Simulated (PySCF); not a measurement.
# UHF on C (carbon, neutral)

Configuration: [He] 2s2 2p2, high-spin 3P determinant. All numbers are calculated (PySCF 2.14, scalar relativity by spin-free X2C-1e, in aug-cc-pVDZ-DK (4s3p2d, 23 functions)).

```json
{"Total energy": "-37.702689 hartree", "One-electron energy": "-50.4471 hartree", "Hartree (Coulomb) energy": "17.8188 hartree", "Exchange energy": "-5.0743 hartree", "⟨S²⟩": "2.0096", "⟨L²⟩": "2.017", "Sum of ⟨r⟩": "7.158 bohr", "Sum of ⟨r²⟩": "13.86 bohr²", "Traceless quadrupole moment −½Σ⟨3z² − r²⟩ along its main axis": "1.49 e·bohr²", "Langevin diamagnetic susceptibility": "-11.0 ×10⁻⁶ cm³/mol", "Time after the integrals": "0.11 s of wall time on 1 thread of Neoverse-N1 (shared host)"}
```

| shell | electrons | mean orbital energy (hartree) | rms radius, mean of both spins (bohr) |
| --- | --- | --- | --- |
| 1s α | 1 | -11.35546 | 0.312 |
| 1s β | 1 | -11.30902 | 0.312 |
| 2s α | 1 | -0.83089 | 1.76 |
| 2s β | 1 | -0.58689 | 1.76 |
| 2p α | 2 | -0.43801 | 1.93 |
